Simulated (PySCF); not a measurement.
C$_{4}$H$_{5}$, doublet, at a GFN2-xTB geometry; DF-CAMB3LYP/def2-TZVPD (PySCF).

The PySCF input:
```python
from pyscf import gto, scf, dft
import numpy

mol = gto.Mole()
mol.atom = '''
    C    -0.02205061   -0.68473402    0.84115130
    C    -0.00826608    0.63490979    0.88350398
    C     0.00201276   -0.84177276   -0.65304234
    C     0.01874293    0.70825289   -0.63453241
    H    -0.01290424    1.39550575    1.63691836
    H    -0.88690102   -1.29361008   -1.08611356
    H     0.89519009   -1.31321238   -1.05535354
    H     0.92842902    1.14581919   -1.04347686
    H    -0.86644785    1.16556213   -1.07445758
'''
mol.basis = 'def2-tzvpd'
mol.spin = 1
mol.verbose = 4
mol.build()
print('smallest overlap eigenvalue', numpy.linalg.eigvalsh(mol.intor('int1e_ovlp'))[0])

mf = dft.UKS(mol)
mf.xc = 'camb3lyp'
mf = mf.density_fit(auxbasis='def2-universal-jkfit')
mf.kernel()
```

The log (banner, timings and long lists left out):

```
PySCF version 2.14.0

[INPUT] verbose = 4
[INPUT] num. atoms = 9
[INPUT] num. electrons = 29
[INPUT] charge = 0
[INPUT] spin (= nelec alpha-beta = 2S) = 1
[INPUT] symmetry False subgroup None
[INPUT] Mole.unit = angstrom
[INPUT] Symbol           X                Y                Z      unit          X                Y                Z       unit  Magmom
[INPUT]  1 C     -0.022050610000  -0.684734020000   0.841151300000 AA   -0.041669613780  -1.293959765972   1.589545586322 Bohr   0.0
[INPUT]  2 C     -0.008266080000   0.634909790000   0.883503980000 AA   -0.015620627324   1.199805616905   1.669580552163 Bohr   0.0
[INPUT]  3 C      0.002012760000  -0.841772760000  -0.653042340000 AA    0.003803565154  -1.590719975519  -1.234071170345 Bohr   0.0
[INPUT]  4 C      0.018742930000   0.708252890000  -0.634532410000 AA    0.035419004472   1.338403989032  -1.199092472060 Bohr   0.0
[INPUT]  5 H     -0.012904240000   1.395505750000   1.636918360000 AA   -0.024385479446   2.637123672756   3.093327388672 Bohr   0.0
[INPUT]  6 H     -0.886901020000  -1.293610080000  -1.086113560000 AA   -1.676000027397  -2.444568763177  -2.052457168576 Bohr   0.0
[INPUT]  7 H      0.895190090000  -1.313212380000  -1.055353540000 AA    1.691664099525  -2.481611741588  -1.994329155190 Bohr   0.0
[INPUT]  8 H      0.928429020000   1.145819190000  -1.043476860000 AA    1.754476573898   2.165284457371  -1.971885482721 Bohr   0.0
[INPUT]  9 H     -0.866447850000   1.165562130000  -1.074457580000 AA   -1.637349137718   2.202593206865  -2.030430558663 Bohr   0.0

nuclear repulsion = 106.576406971419
number of shells = 77
number of NR pGTOs = 263
number of NR cGTOs = 193
basis = def2-tzvpd
ecp = {}
smallest overlap eigenvalue 2.7280428851937363e-06

******** <class 'pyscf.df.df_jk.DFUKS'> ********
method = DFUKS
initial guess = minao
damping factor = 0
level_shift factor = 0
DIIS = <class 'pyscf.scf.diis.CDIIS'>
diis_start_cycle = 1
diis_space = 8
diis_damp = 0
SCF conv_tol = 1e-09
SCF conv_tol_grad = None
SCF max_cycles = 50
direct_scf = False
number electrons alpha = 15  beta = 14
XC library pyscf.dft.libxc version 7.1.2
    S. Lehtola, C. Steigemann, M. J. T. Oliveira, and M. A. L. Marques,  SoftwareX 7, 1–5 (2018)
XC functionals = camb3lyp
    T. Yanai, D. P. Tew, and N. C. Handy,  Chem. Phys. Lett. 393, 51 (2004)
radial grids:
    Treutler-Ahlrichs [JCP 102, 346 (1995); DOI:10.1063/1.469408] (M4) radial grids

becke partition: Becke, JCP 88, 2547 (1988); DOI:10.1063/1.454033
pruning grids: <function nwchem_prune>
grids dens level: 3
symmetrized grids: False
atomic radii adjust function: <function treutler_atomic_radii_adjust>
small_rho_cutoff = 0
Set gradient conv threshold to 3.16228e-05
tot grids = 105512
******** <class 'pyscf.df.df.DF'> ********
auxbasis = def2-universal-jkfit
Create RSH-DF object <pyscf.df.df.DF object> for omega=0.33
******** <class 'pyscf.df.df.DF'> ********
auxbasis = auxmol.basis = def2-universal-jkfit
init E= -155.883150715307

cycle= 1 E= -155.228008481187  delta_E= 0.655  |g|= 0.162  |ddm|= 2.12
cycle= 2 E= -155.24171675336  delta_E= -0.0137  |g|= 0.102  |ddm|= 0.533
cycle= 3 E= -155.24739624739  delta_E= -0.00568  |g|= 0.0299  |ddm|= 0.274
cycle= 4 E= -155.248225792285  delta_E= -0.00083  |g|= 0.00731  |ddm|= 0.0845
cycle= 5 E= -155.248370703965  delta_E= -0.000145  |g|= 0.00401  |ddm|= 0.033
cycle= 6 E= -155.248417922862  delta_E= -4.72e-05  |g|= 0.00314  |ddm|= 0.0179
cycle= 7 E= -155.248433840693  delta_E= -1.59e-05  |g|= 0.00151  |ddm|= 0.00602
cycle= 8 E= -155.248444910767  delta_E= -1.11e-05  |g|= 0.000788  |ddm|= 0.00668
cycle= 9 E= -155.248448195951  delta_E= -3.29e-06  |g|= 0.000438  |ddm|= 0.00441
cycle= 10 E= -155.248448684085  delta_E= -4.88e-07  |g|= 0.000102  |ddm|= 0.00175
cycle= 11 E= -155.248448708348  delta_E= -2.43e-08  |g|= 2.93e-05  |ddm|= 0.000424
cycle= 12 E= -155.248448710052  delta_E= -1.7e-09  |g|= 1.05e-05  |ddm|= 0.000115
cycle= 13 E= -155.248448710265  delta_E= -2.14e-10  |g|= 4.89e-06  |ddm|= 3.89e-05
Extra cycle  E= -155.248448710288  delta_E= -2.26e-11  |g|= 4.15e-06  |ddm|= 1.76e-05
converged SCF energy = -155.248448710288  <S^2> = 0.75913143  2S+1 = 2.0091107
```
